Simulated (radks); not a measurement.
Species: Ne3+. Configuration: [He] 2s2 2p3. Calculated with a radial shooting solver on a logarithmic mesh with Libxc functionals: non-relativistic Kohn-Sham, LDA (Slater exchange, Perdew-Wang correlation), spin-polarised, spherical densities, point nucleus; open shells are filled with parallel spins first.

Radial electron density D(r) = 4 pi r^2 rho(r):

```
   r/bohr * D(r) (the largest magnitude, 10.9, reaches the edge; | marks zero)
 0.006798 | *
 0.007483 | *
 0.008303 | *
 0.009213 |  *
  0.01014 |  *
  0.01125 |   *
  0.01239 |    *
  0.01374 |     *
  0.01525 |      *
  0.01679 |       *
  0.01863 |        *
   0.0205 |          *
  0.02275 |            *
  0.02525 |              *
  0.02779 |                 *
  0.03083 |                   *
  0.03394 |                      *
  0.03766 |                         *
  0.04179 |                             *
    0.046 |                                *
  0.05104 |                                    *
  0.05618 |                                        *
  0.06234 |                                            *
  0.06917 |                                               *
  0.07614 |                                                  *
  0.08449 |                                                    *
    0.093 |                                                     *
   0.1032 |                                                      *
   0.1145 |                                                     *
    0.126 |                                                    *
   0.1399 |                                                 *
   0.1552 |                                              *
   0.1708 |                                          *
   0.1895 |                                     *
   0.2086 |                                 *
   0.2315 |                            *
   0.2569 |                         *
   0.2828 |                       *
   0.3138 |                      *
   0.3454 |                       *
   0.3832 |                        *
   0.4252 |                          *
   0.4681 |                            *
   0.5194 |                              *
   0.5717 |                               *
   0.6344 |                               *
   0.7039 |                              *
   0.7748 |                           *
   0.8597 |                       *
   0.9464 |                   *
     1.05 |               *
    1.165 |          *
    1.283 |       *
    1.423 |    *
    1.567 |  *
    1.738 | *
    1.929 |*
    2.123 *
    2.356 *
    2.593 *
    2.877 *
```

D(r) has 2 maxima, at r = 0.104, 0.595 bohr, and minima at 0.319 bohr, inside which lie 2.21 electrons.
